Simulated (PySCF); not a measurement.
BeSb and its ions

UHF-MP2; PySCF, spin-free X2C with a Gaussian nucleus, basis sets Be x2c-SVPall, Sb x2c-SVPall. Neutral (UHF): quartet (σ ↑, π ↑↑), Re = 2.432 Å, ωe = 451 cm⁻¹, De = 0.68 eV.

BeSb⁺ (ROHF): triplet (π ↑↑), Re = 2.405 Å, ωe = 450 cm⁻¹, De = 2.34 eV to Be + Sb⁺. The energies at the minima are -6491.92351 hartree for BeSb and -6491.65704 for BeSb⁺.

(1) Work out the adiabatic ionisation energy, without and with harmonic zero-point energies (1 hartree = 27.2114 eV, 1 eV = 8065.5 cm⁻¹), and the change of the bond length.

Correlated steps freeze 18 core orbitals. UHF and ROHF references stand side by side, which adds small steps between rows. Correlated levels converge slowly with the basis: in double zeta they bind strong bonds too weakly, by up to about 1 eV, and carry superposition errors of some tenths. These are scalar-relativistic numbers at best; spin–orbit coupling would shift them, the dissociation energy most. For an ion De counts to the pair picked by the measured ionisation energies or electron affinities, which need not be the lowest pair at this level. States were picked by a PBE0 search and need not be the measured ground states.

Neutral and ion stand on different kinds of reference determinant, which adds to the error of the difference.

Results:

(1) At MP2: 0.26647 hartree = 7.251 eV between the minima; the zero-point term (450.0 − 451.0)/2 cm⁻¹ = -0.000 eV makes it 7.251 eV. Re changes by -2.7 pm against the neutral. The electron leaves a σ orbital, and the shorter bond of the ion fits an antibonding orbital, or a change in how ionic the bond is.
